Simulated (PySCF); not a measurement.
Two-dimensional NMR puzzle

Compound of formula C₅H₉NOSi. Correlations simulated from computed shifts and the bond graph:

HSQC (one-bond C–H):
| δH | δC |
| --- | --- |
| 6.01 | 135.0 |
| 2.00 | 14.5 |
| 0.38 | -3.2 |

COSY cross peaks (H two or three bonds apart, from the bond graph; peaks can be absent where the dihedral angle is near 90°):
| δH | δH |
| --- | --- |
| 6.01 | 2.00 |
| 5.22 | 0.38 |

HMBC (two and three bonds, from the bond graph):
| δH | δC |
| --- | --- |
| 6.01 | 131.4, 120.5, 14.5 |
| 5.22 | 131.4, -3.2 |
| 2.00 | 135.0, 131.4 |

Carbons without hydrogens: δ 131.4, 120.5.

PySCF calculation with GFN2-xTB structure and PBE0/pcSseg-1 with gauge-including orbitals; a single conformation, averaged over atoms made equivalent by symmetry, fast rotation or ring inversion, non-relativistic, no solvent.

Chemical shifts δ = σref − σ; TMS for 1H (31.72 ppm) and 13C (186.93 ppm), all at this level.

Exchangeable hydrogens are left out of these lists.

**Question.** Work out the connectivity.

**Answer.** SMILES C/C=C(/C#N)O[SiH2]C.

Atom-mapped SMILES (the numbers label the heavy atoms): `[CH3:1]/[CH:2]=[C:3](/[C:4]#[N:5])[O:6][SiH2:7][CH3:8]`. Hydrogens are named by the atom that carries them.

δC 135.0 is C2, a β carbon of an enol-ether or enamine type C=C (δH 6.01). δC 131.4 is C3, an alkene carbon bearing oxygen. δC 120.5 is C4, a nitrile carbon. δC 14.5 is C1, an allylic methyl carbon (δH 2.00). δC -3.2 is C8, a methyl carbon bonded to Si (δH 0.38). HMBC from δH 6.01 reaches the proton-free carbons C3, C4. HMBC from δH 5.22 reaches the proton-free carbon C3. HMBC from δH 2.00 reaches the proton-free carbon C3. COSY links 6.01–2.00, 5.22–0.38.

The shifts were computed for this structure.

Shifts are as computed. Against solution values, carbons near 30 ppm lie about +3 ppm off and those near 130 ppm about +5 ppm. Of 1309 compounds with measured shifts, 239 miss one by over three times the rms of a fit or turn the order of signals round; such compounds aren't used in these exercises.
